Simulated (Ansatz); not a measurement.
Two isomers of C3H9AlSi: A = `[CH3][Al]1[CH2]C[SiH2]1`, B = `CC1[CH2][AlH][SiH2]1`.

Isolated molecules relaxed with PBE0-D4/def2-TZVP in Ansatz; ΔE leaves out vibrations. CCSD(T)/CBS is the MP2 limit (def2-TZVPP, def2-QZVPP) plus CCSD(T) − MP2 in def2-TZVPP, frozen cores. Functionals use def2-TZVPP. B3LYP here is the variant with VWN-RPA as its local correlation; programs differ in this.

A:

Z-matrix (Å, degrees):
```
C
Al 1 1.952
H 1 1.094 2 111.9
H 1 1.093 2 112.4 3 122.3
H 1 1.096 2 109.8 3 -118.3
C 2 1.982 1 135.9 3 -142.0
Si 2 2.430 1 147.4 3 32.7
C 6 1.554 2 97.1 1 157.4
H 6 1.093 2 122.4 1 33.3
H 6 1.099 2 107.2 1 -89.4
H 7 1.496 2 115.0 1 94.2
H 7 1.493 2 130.3 1 -49.9
H 8 1.094 6 113.6 2 151.2
H 8 1.096 6 109.9 2 -89.2
```

B:

```xyz
14

C    -0.513   -1.183   -1.230
C     0.261   -0.438   -0.153
C     0.662    1.013   -0.540
Al    0.803    1.741    1.289
Si   -0.589   -0.216    1.563
H    -1.459   -0.677   -1.444
H    -0.749   -2.208   -0.930
H     0.053   -1.230   -2.167
H     1.184   -0.992    0.068
H     1.479    1.062   -1.266
H    -0.199    1.508   -1.015
H     1.586    2.951    1.963
H    -0.468   -1.377    2.492
H    -2.051    0.044    1.370
```

**Question.** Which is lower in electronic energy at CCSD(T)/CBS, and by how much? (Estimate.)

**Answer.** Computed: A, by 11.1 kcal/mol.

**Question.** Give E(B) − E(A) in kcal/mol with PBE0-D4, CCSD(T)/def2-TZVPP, B2PLYP, CCSD/def2-TZVPP, MP2/def2-TZVPP, ωB97M-V, B3LYP-D4. (An estimate is asked.)

**Answer.** Ansatz gave: PBE0-D4 11.4, CCSD(T)/def2-TZVPP 10.8, B2PLYP 12.0, CCSD/def2-TZVPP 10.9, MP2/def2-TZVPP 11.0, ωB97M-V 11.6, B3LYP-D4 11.3. None reverses the order clearly.

Largest T1 diagnostic: 0.011.

The D4 term adds −1.4 kcal/mol with B3LYP and −0.7 kcal/mol with PBE0; it sums over pairs of atoms, weighted by their polarisabilities, and B3LYP, whose exchange is more repulsive, gets the larger term.
